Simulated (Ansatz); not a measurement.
Geometry optimisation, Ansatz 0.2.0, RKS PBE0-D4/6-31G*.

input.yaml

```yaml
crystal:
  periodic: [false, false, false]
  atoms:
    - { symbol: C, position_ang: [-1.7596, -1.1279, -0.2662] }
    - { symbol: Si, position_ang: [0.0293, -1.1316, -0.08] }
    - { symbol: F, position_ang: [0.3032, -1.3319, 1.4716] }
    - { symbol: C, position_ang: [0.9303, 0.4268, -0.6744] }
    - { symbol: Si, position_ang: [1.2492, 1.6935, 0.5755] }
    - { symbol: S, position_ang: [1.211, 0.656, -2.2792] }
    - { symbol: H, position_ang: [-2.2395, -1.9952, 0.1147] }
    - { symbol: H, position_ang: [-2.2038, -0.2189, 0.2552] }
    - { symbol: H, position_ang: [-2.086, -0.9727, -1.289] }
    - { symbol: H, position_ang: [0.562, -2.3301, -0.7535] }
    - { symbol: H, position_ang: [0.0714, 1.9394, 1.506] }
    - { symbol: H, position_ang: [1.5995, 3.029, 0.011] }
    - { symbol: H, position_ang: [2.3535, 1.329, 1.4231] }
basis:
  gaussian: { orbitals: "6-31G*" }
hamiltonian:
  xc: pbe0
  dispersion: d4
relax:
  f_tol: 0.02
  max_steps: 50
output:
  orbitals: {}
```

Command:

```bash
$ ansatz run input.yaml --threads 2 --pin off --max-ram 3072MiB --backend cpu --events-out ev --progress --plain --runs-dir out
```

Where does it end, and by what steps?

The forces met the threshold. After 11 steps the energy has fallen by 0.392 eV; S6 moved furthest, 0.61 Å.

| step | energy less start (eV) | largest force component (eV/Å) | accepted |
| --- | --- | --- | --- |
| 0 | 0.0000 | 2.866 | yes |
| 1 | -0.3090 | 0.779 | yes |
| 2 | -0.3679 | 0.595 | yes |
| 3 | -0.3777 | 0.323 | yes |
| 4 | -0.3831 | 0.059 | yes |
| 5 | -0.3854 | 0.116 | yes |
| 6 | -0.3880 | 0.117 | yes |
| 7 | -0.3894 | 0.163 | yes |
| 8 | -0.3907 | 0.054 | yes |
| 9 | -0.3918 | 0.024 | yes |
| 10 | -0.3919 | 0.026 | yes |
| 11 | -0.3922 | 0.013 | yes |

```xyz
13
Properties=species:S:1:pos:R:3
C -1.833 -1.223 -0.406
Si -0.025 -1.112 0.026
F 0.162 -1.154 1.635
C 0.690 0.531 -0.569
Si 1.422 1.786 0.646
S 0.629 0.800 -2.181
H -2.265 -2.173 -0.073
H -2.396 -0.408 0.063
H -1.959 -1.147 -1.491
H 0.784 -2.215 -0.555
H 0.373 2.149 1.640
H 1.885 2.990 -0.090
H 2.553 1.141 1.369
```

Whether the end is a true minimum wasn't checked by a vibrational analysis.

The run took 23 s on 2 threads of AMD EPYC 9R45 96-Core Processor (Zen 5), on a shared host, peak memory 0.32 GiB.
